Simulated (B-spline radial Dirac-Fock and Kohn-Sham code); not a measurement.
Relativistic shifts of the levels of Nb²⁸⁺

System: the Nb²⁸⁺ ion, 1s2 2s2 2p6 3s2 3p1.

Both columns are ΔSCF binding energies of the configuration average from a B-spline atomic structure program: non-relativistic Hartree-Fock with a point nucleus, and Dirac-Fock with a finite nucleus and the Coulomb interaction alone, averaged over the two j levels with weights 2j+1.

| shell | Hartree-Fock (eV) | Dirac-Fock (eV) | shift (eV) | shift (%) |
| --- | --- | --- | --- | --- |
| 1s | 20046.8 | 20501.9 | +455.10 | +2.27 |
| 2s | 3978.8 | 4094.1 | +115.36 | +2.90 |
| 2p | 3767.4 | 3803.0 | +35.60 | +0.95 |
| 3s | 1531.0 | 1563.6 | +32.60 | +2.13 |
| 3p | 1472.3 | 1485.5 | +13.20 | +0.90 |

Relativity binds 1s, 2s, 2p, 3s, 3p more strongly, among those listed most of all 2s in relative terms.

Values without a named source are computed, but for edge energies of neutral atoms, which are taken from tables.
